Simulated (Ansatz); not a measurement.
Mulliken charges of AlClH$_{6}$SiSn (`[SiH3][Al]([Cl])[SnH3]`) from PBE/def2-TZVPP in Ansatz (PBE0-D4/def2-TZVP geometry).

```csv
atom,x (Å),y (Å),z (Å),charge (e)
Si1,0.028,1.417,-1.811,-0.017
Al2,0.885,-0.113,-0.096,0.460
Cl3,2.952,-0.530,-0.118,-0.215
Sn4,-0.540,-1.307,1.801,0.187
H5,-1.010,0.725,-2.628,-0.035
H6,-0.628,2.587,-1.160,-0.035
H7,1.092,1.918,-2.723,-0.030
H8,-1.766,-2.291,1.125,-0.107
H9,0.406,-2.297,2.822,-0.100
H10,-1.336,-0.160,2.791,-0.107
```

Task: By hand: the dipole of these point charges (1 e Å = 4.8032 D).

Result: Σ q r = (-0.013, 0.112, -0.138) e Å, of length 0.178 e Å = 0.85 D.

Task: How does the dipole of the full density compare? (Estimate.)

Result: The calculation gave: (-0.155, 0.083, -0.063) e Å, 0.90 D; the point charges give 0.94 times that, at 53° from its direction.

Point charges leave out the atoms' own dipoles, such as those of lone pairs, and Mulliken's split depends on the basis, so the two needn't agree.
